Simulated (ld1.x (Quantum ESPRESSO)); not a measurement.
**Transferability test, TM semilocal potential for tellurium (Te)**

- Element: Te
- Generator: ld1.x (Quantum ESPRESSO) 7.5
- Type: norm-conserving Troullier–Martins (semilocal form)
- Functional: Wu–Cohen
- Relativity: scalar-relativistic
- Frozen core: [Kr]
- Valence charge: 16
- Reference configuration: 4d10 5s2 5p4
- Partial waves: 5s (bound): rc 1.45 bohr; 4d (bound): rc 1.00 bohr; 5p (bound): rc 2.10 bohr
- Local potential: the p channel
- Core correction: none

Energies are relative to the spin-unpolarised reference configuration 4d10 5s2 5p4; without spin polarisation the order of configurations can differ from experiment.

| valence configuration | charge | ΔE all-electron (eV) | error AE − PS (meV) |
| --- | --- | --- | --- |
| 4d10 5s2 5p3 | +1 | 9.761 | -0.6 |
| 4d10 5s2 5p2 | +2 | 27.754 | +2.5 |
| 4d10 5s2 5p1 | +3 | 54.750 | +11 |
| 4d10 5s2 5p4.3 | -0.3 | -1.471 | +0.5 |
| 4d10 5s2 5p0 | +4 | 91.321 | +23 |
| 4d9 5s2 5p4 | +1 | 49.194 | -110 |

Problem. What are ΔE and the potential's error for 4d10 5s1 5p4?

Solution. ΔE = 19.645 eV all-electron; the error (AE − PS) is +2.4 meV.

Levels in the configuration 4d9 5s2 5p4:

```tsv
level	all-electron (eV)	pseudo (eV)
4d	-57.186	-57.333
5s	-25.717	-25.720
5p	-15.183	-15.067
```
